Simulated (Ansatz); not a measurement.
Consider the ligand exchange at the Si–C bond: `C=C(F)[SiH2]Cl` + `C[SiH2]O` → `C[SiH2]O[SiH2]Cl` + `C=CF`.

Calculated with Ansatz (gas phase, PBE0-D4/def2-TZVP geometries, no zero-point term in ΔE). CCSD(T)/CBS is the MP2 limit (def2-TZVPP, def2-QZVPP) plus CCSD(T) − MP2 in def2-TZVPP, frozen cores. This one scheme is used for every species. DFT in def2-TZVPP. One conformer a species, not always the lowest.

CCSD(T)/CBS gives -129.6 kJ/mol.

Q: Another level gave -130.0 kJ/mol. Which?
A. HF/def2-TZVPP
B. PBE0/def2-TZVPP
C. CCSD(T)/def2-TZVPP
D. PBE-D4/def2-TZVPP

A: C. CCSD(T)/def2-TZVPP -130.0, PBE-D4 -114.8, PBE0 -120.3, HF/def2-TZVPP -148.4 kJ/mol.

Largest T1 diagnostic among the species: 0.012.

The D4 term adds −3.2 kJ/mol with B3LYP and −2.1 kJ/mol with PBE0; it sums over pairs of atoms, weighted by their polarisabilities, and B3LYP, whose exchange is more repulsive, gets the larger term. In def2-TZVPP, CCSD(T) changes the Hartree–Fock value by +18.4 kJ/mol (the triples alone add +3.2 kJ/mol) and MP2 by +16.9 kJ/mol. From PBE to PBE0 (25 % exact exchange), in def2-TZVPP and without D4, ΔE moves by −7.7 kJ/mol.

B3LYP here is the variant with VWN-RPA as its local correlation; programs differ in this.
